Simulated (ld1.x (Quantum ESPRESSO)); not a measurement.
**scandium: excitation energies, all-electron against TM**

```
Element                 : Sc
Generator               : ld1.x (Quantum ESPRESSO) 7.5
Type                    : norm-conserving Troullier–Martins (Kleinman–Bylander form)
Functional              : PBE
Relativity              : scalar-relativistic
Frozen core             : [Ar]
Valence charge          : 3
Reference configuration : 3d1 4s2 4p0
Partial waves           : 4s (bound): rc 3.00 bohr; 3d (bound): rc 1.50 bohr; 4f channel at -0.15 Ry: rc 3.30 bohr; 4p (bound, empty): rc 4.05 bohr
Local potential         : the p channel
Core correction         : a·sin(br)/r model core, default radius (core density twice the valence density)
```

Energies are relative to the spin-unpolarised reference configuration 3d1 4s2 4p0; without spin polarisation the order of configurations can differ from experiment. Not all tests gave a result: 3 of 7 tests not solved or not reliable. Left out of the table: 3d1 4s0 4p0 (solver errors, printed error -31 meV); 3d1 4s0 4p1 (solver errors, printed error -6.6 meV); 3d2 4s0 4p0 (solver errors, printed error -255 meV). The frozen-core shift is the all-electron ΔE with the core orbitals held at their reference shape minus the fully relaxed ΔE.

(1) Give the all-electron excitation energy and the error of the potential for: 3d1 4s1 4p0; 3d1 4s1.5 4p0; 3d1 4s1 4p1; 3d1 4s0 4p2.

Levels in the configuration 3d1 4s1 4p1:

```
level  all-electron (eV)  pseudo (eV)
   3d             -4.366       -4.358
   4s             -4.873       -4.866
   4p             -2.032       -2.025
```

## Answers

(1)

```csv
valence configuration,charge,ΔE all-electron (eV),error AE − PS (meV),frozen-core shift (meV)
3d1 4s1 4p0,+1,6.897,+19,n/a
3d1 4s1.5 4p0,+0.5,2.754,+4.5,+0.5
3d1 4s1 4p1,0,2.779,+1.1,n/a
3d1 4s0 4p2,0,5.674,-8.3,n/a
```
